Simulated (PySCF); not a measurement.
## Trend along the chalcogens: MN anions

r²SCAN with double-zeta basis sets in PySCF, for the lowest determinant that a PBE0 search found; no spin–orbit coupling. De refers to high-spin ground-configuration atoms (the charge goes to the atom of lower measured ionisation energy or higher electron affinity, which is not always the lowest computed limit). A positive dipole points towards N; it is taken about the centre of mass and depends on that origin.

```json
{"M": "S", "basis": "aug-cc-pV(D+d)Z/aug-cc-pVDZ", "charged atom": "S−", "state (unpaired electrons)": "triplet (π ↑↑)", "Re (Å)": "1.602", "ωe (cm⁻¹)": "930", "De (eV)": "4.11", "μ (D)": "-1.14"}
{"M": "Se", "basis": "aug-cc-pVDZ-PP/aug-cc-pVDZ", "charged atom": "Se−", "state (unpaired electrons)": "triplet (π ↑↑)", "Re (Å)": "1.771", "ωe (cm⁻¹)": "738", "De (eV)": "3.36", "μ (D)": "-2.41"}
{"M": "Te", "basis": "aug-cc-pVDZ-PP/aug-cc-pVDZ", "charged atom": "Te−", "state (unpaired electrons)": "triplet (π ↑↑)", "Re (Å)": "1.985", "ωe (cm⁻¹)": "633", "De (eV)": "2.75", "μ (D)": "-2.91"}
```

The shortest bond is that of SN⁻ (1.602 Å), the longest that of TeN⁻ (1.985 Å). SN⁻ is bound most strongly (4.11 eV) and TeN⁻ least (2.75 eV).

Relativity is treated differently too: S no relativity; Se scalar-relativistic core potentials; Te scalar-relativistic core potentials.

Down a group bonds as a rule get longer and wavenumbers fall, partly through the reduced mass; this series shows no clear exception.

Spin–orbit coupling is left out, which matters for elements this heavy, above all for dissociation energies. For an ion De counts to the pair picked by the measured ionisation energies or electron affinities, which need not be the lowest pair at this level. The highest Kohn–Sham level is positive in some of these anions. Much of that is self-interaction error, but it also means that the finite basis helps to hold the extra electron. States were picked by a PBE0 search and need not be the measured ground states.
